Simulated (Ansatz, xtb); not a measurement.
This triplet is an excited state, 1.46 eV above the relaxed singlet at the level frozen-core CCSD(T)/cc-pVTZ // B3LYP-D3(BJ)/def2-TZVP (Ansatz, a program for electronic structure).

Species: CH$_{2}$GeO$_{2}$, SMILES `O=[CH][Ge][OH]` (excited triplet) (charge 0, multiplicity 3).

Q: Give a relaxed geometry from GFN2-xTB in xtb 6.7.1.

A: This is not unique; one that fits is the end point of this relaxation, one of several conformers (outside a Z-matrix the atoms follow the SMILES, hydrogens last).
Z-matrix (Å, degrees):
```
C
O 1 1.2227
H 1 1.0907 2 126.62
Ge 1 1.9999 3 107.81 2 -179.84
O 4 1.7961 1 93.27 3 -0.16
H 5 0.9528 4 122.88 1 179.94
```
